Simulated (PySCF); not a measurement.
Polarisability and C₆ of I+ (iodine, charge +1)

[Kr] 4d10 5s2 5p4, high-spin 3P determinant. Calculation: PySCF 2.14, in aug-cc-pwCVTZ-DK3 with one added diffuse shell each of s, p, d, f type (11s10p8d5f1g, 125 functions); the spin-free X2C one-electron Hamiltonian (Gaussian nucleus). Coupled (time-dependent) response in atomic units; α is the mean over directions.

```json
{"method": "UHF", "mean α (bohr³)": "20.10", "α xx, yy, zz": "19.73, 20.83, 19.73", "C₆ (like pair)": "174.9", "S(−4)": "72.94"}
{"method": "PBE", "mean α (bohr³)": "20.62", "α xx, yy, zz": "20.04, 21.77, 20.04", "C₆ (like pair)": "179.3", "S(−4)": "80.35"}
{"method": "PBE0", "mean α (bohr³)": "20.25", "α xx, yy, zz": "19.75, 21.24, 19.75", "C₆ (like pair)": "175.7", "S(−4)": "75.76"}
```

S(−4) is the Cauchy moment in α(ω) = α(0) + S(−4) ω² + …

Spin-orbit coupling is absent.

α(iu) at UHF:

| u (hartree) | α(iu) (bohr³) |
| --- | --- |
| 0 | 20.10 |
| 0.0500 | 19.92 |
| 0.100 | 19.40 |
| 0.200 | 17.60 |
| 0.300 | 15.32 |
| 0.500 | 11.04 |
| 0.750 | 7.418 |
| 1.00 | 5.273 |
| 1.50 | 3.124 |
| 2.00 | 2.134 |
| 3.00 | 1.238 |
| 5.00 | 0.5942 |

A single London oscillator, α(iu) = α/(1 + u²/ω²), gives C₆ = (3/4) ω α². Matching the computed C₆ needs ω = 4 × 174.9 / (3 × 20.10²) = 0.577 hartree.

For an ion, C₆ is the dispersion term alone; charge-induced terms of lower order in 1/R come first.

The components differ because the open shell of this determinant is not spherical; for a pure term their mean is the scalar polarisability.
